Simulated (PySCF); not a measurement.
**input.py for SiSn⁻**

File input.py (PySCF 2.14):

```python
from pyscf import gto, scf
from pyscf.geomopt.geometric_solver import optimize

mol = gto.M(
    atom='Si 0 0 0; Sn 0 0 2.308',
    basis='x2c-svpall',
    charge=-1,
    spin=1,
    symmetry=True,
    verbose=3,
)
mf = scf.ROHF(mol)
mf = mf.sfx2c1e()
mf.kernel()
mol_eq = optimize(mf, maxsteps=30)
print('optimised geometry (angstrom)')
print(mol_eq.tostring('raw'))
print('orbital energies (hartree):', mf.mo_energy[..., max(0, mol.nelec[1]-3):mol.nelec[0]+3].round(4))
```

```bash
$ python input.py
```

It prints:

```
converged SCF energy = -6462.60262074297
input.py

Current date and time:

#|     Arguments passed to driver run_optimizer():      |#
customengine              <pyscf.geomopt.geometric_solver.PySCFEngine object>
logIni                    <dir>
maxiter                   30
----------------------------------------------------------
Custom engine selected.
Bonds will be generated from interatomic distances less than 1.20 times sum of covalent radii
6 internal coordinates being used (instead of 6 Cartesians)
Internal coordinate system (atoms numbered from 1):
Distance 1-2
Translation-X 1-2
Translation-Y 1-2
Translation-Z 1-2
Rotation-A 1-2
Rotation-B 1-2
Rotation-C 1-2
<class 'geometric.internal.Distance'> : 1
<class 'geometric.internal.TranslationX'> : 1
<class 'geometric.internal.TranslationY'> : 1
<class 'geometric.internal.TranslationZ'> : 1
<class 'geometric.internal.RotationA'> : 1
<class 'geometric.internal.RotationB'> : 1
<class 'geometric.internal.RotationC'> : 1
> ===== Optimization Info: ====
> Job type: Energy minimization
> Maximum number of optimization cycles: 30
> Initial / maximum trust radius (Angstrom): 0.100 / 0.300
> Convergence Criteria:
> Will converge when all 5 criteria are reached:
>  |Delta-E| < 1.00e-06
>  RMS-Grad  < 3.00e-04
>  Max-Grad  < 4.50e-04
>  RMS-Disp  < 1.20e-03
>  Max-Disp  < 1.80e-03
> === End Optimization Info ===

Geometry optimization cycle 1
Cartesian coordinates (Angstrom)
 Atom        New coordinates             dX        dY        dZ
  Si   0.000000   0.000000   0.000000    0.000000  0.000000  0.000000
  Sn   0.000000   0.000000   2.308000    0.000000  0.000000  0.000000

WARN: Mole.unit (angstrom) is changed to Bohr

converged SCF energy = -6462.60262074297
--------------- sfX2C1eSymAdaptedROHF_Scanner gradients ---------------
         x                y                z
0 Si     0.0000000000     0.0000000000     0.0027802910
1 Sn     0.0000000000     0.0000000000    -0.0027802910
----------------------------------------------
cycle 1: E = -6462.60262074  dE = -6462.6  norm(grad) = 0.00393193
Step    0 : Gradient = 2.780e-03/2.780e-03 (rms/max) Energy = -6462.6026207430
Hessian Eigenvalues: 5.00000e-02 5.00000e-02 5.00000e-02 ... 5.00000e-02 5.00000e-02 1.43734e-01

Geometry optimization cycle 2
Cartesian coordinates (Angstrom)
 Atom        New coordinates             dX        dY        dZ
  Si   0.000000   0.000000  -0.005118    0.000000  0.000000 -0.005118
  Sn   0.000000   0.000000   2.313118    0.000000  0.000000  0.005118
converged SCF energy = -6462.60264133124
--------------- sfX2C1eSymAdaptedROHF_Scanner gradients ---------------
         x                y                z
0 Si     0.0000000000     0.0000000000    -0.0006300967
1 Sn     0.0000000000     0.0000000000     0.0006300967
----------------------------------------------
cycle 2: E = -6462.60264133  dE = -2.05883e-05  norm(grad) = 0.000891091
Step    1 : Displace = 5.118e-03/5.118e-03 (rms/max) Trust = 1.000e-01 (=) Grad = 6.301e-04/6.301e-04 (rms/max) E (change) = -6462.6026413312 (-2.059e-05) Quality = 0.766
Hessian Eigenvalues: 5.00000e-02 5.00000e-02 5.00000e-02 ... 5.00000e-02 5.00000e-02 1.76308e-01

Geometry optimization cycle 3
Cartesian coordinates (Angstrom)
 Atom        New coordinates             dX        dY        dZ
  Si   0.000000   0.000000  -0.004172    0.000000  0.000000  0.000946
  Sn   0.000000   0.000000   2.312172    0.000000  0.000000 -0.000946
converged SCF energy = -6462.60264247575
--------------- sfX2C1eSymAdaptedROHF_Scanner gradients ---------------
         x                y                z
0 Si     0.0000000000     0.0000000000    -0.0000092993
1 Sn     0.0000000000     0.0000000000     0.0000092993
----------------------------------------------
cycle 3: E = -6462.60264248  dE = -1.14451e-06  norm(grad) = 1.31513e-05
Step    2 : Displace = 9.456e-04/9.456e-04 (rms/max) Trust = 1.414e-01 (+) Grad = 9.299e-06/9.299e-06 (rms/max) E (change) = -6462.6026424757 (-1.145e-06) Quality = 1.017
Hessian Eigenvalues: 5.00000e-02 5.00000e-02 5.00000e-02 ... 5.00000e-02 5.00000e-02 1.73706e-01

Geometry optimization cycle 4
Cartesian coordinates (Angstrom)
 Atom        New coordinates             dX        dY        dZ
  Si   0.000000   0.000000  -0.004158    0.000000  0.000000  0.000014
  Sn   0.000000   0.000000   2.312158    0.000000  0.000000 -0.000014
converged SCF energy = -6462.60264247652
--------------- sfX2C1eSymAdaptedROHF_Scanner gradients ---------------
         x                y                z
0 Si     0.0000000000     0.0000000000    -0.0000001368
1 Sn     0.0000000000     0.0000000000     0.0000001368
----------------------------------------------
cycle 4: E = -6462.60264248  dE = -7.77618e-10  norm(grad) = 1.9353e-07
Step    3 : Displace = 1.416e-05/1.416e-05 (rms/max) Trust = 2.000e-01 (+) Grad = 1.368e-07/1.368e-07 (rms/max) E (change) = -6462.6026424765 (-7.776e-10) Quality = 3.124
Hessian Eigenvalues: 5.00000e-02 5.00000e-02 5.00000e-02 ... 5.00000e-02 5.00000e-02 1.73706e-01
Converged! =D

    #| If this code has benefited your research, please support us by citing: |#
    #| Wang, L.-P.; Song, C.C. (2016) "Geometry optimization made simple with |#
    #| translation and rotation coordinates", J. Chem, Phys. 144, 214108.     |#
    #|                                     |#
optimised geometry (angstrom)
Si          0.00000000        0.00000000       -0.00415826
Sn          0.00000000        0.00000000        2.31215826
orbital energies (hartree): [-0.2294 -0.0497 -0.0497  0.036   0.2403  0.2403  0.3751]
```

In short: E(SCF) = -6462.602621 Eh, all at the start geometry; optimised bond 2.316 Å with E = -6462.602642 Eh after 4 steps.

Wall time 21 s on one thread of a shared host.

The last line lists the levels of the start geometry. The basis has no diffuse functions, which an anion needs. No search for the lowest solution was made.
